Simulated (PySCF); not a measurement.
# Substituent effects on chemical shifts

Parent skeleton `[SiH3:1][NH:2][SiH3:3]`; one hydrogen on atom 2 is replaced by X. Hydrogens on one atom are averaged.

A single conformation, rapidly exchanging positions averaged, relativity neglected, gas phase. NMR shieldings at PBE0/pcSseg-1/GIAO; geometry from GFN2-xTB; PySCF 2.14.0 with density-fitted response routines.

Shifts are taken against calculated references (same method and geometry level): 29Si (σ = 349.16 ppm), 1H (σ = 31.72 ppm) against TMS; 15N (σ = 267.73 ppm) vs NH3.

Parent (X = H): Si1/Si3 -54.5, N2 -12.4, H(Si1)/H(Si3) 4.75 ppm. Effects are Δδ = δ(X) − δ(H), positive for deshielding.

Question: Order these by the shift of N2, most shielded first.
A. X = CH2CF3
B. X = cPr
C. X = allyl

Answer: A (+15.2 ppm), B (+20.9 ppm), C (+27.0 ppm).

Question: Order these by the shift of Si1/Si3, most shielded first.
A. X = cPr
B. X = CH2CF3
C. X = allyl

Answer: A (+2.4 ppm), C (+7.4 ppm), B (+16.5 ppm).

Experimental scales use liquid or dissolved standards, which lie at an offset from isolated NH3 (liquid NH3: subtract about 20 ppm).
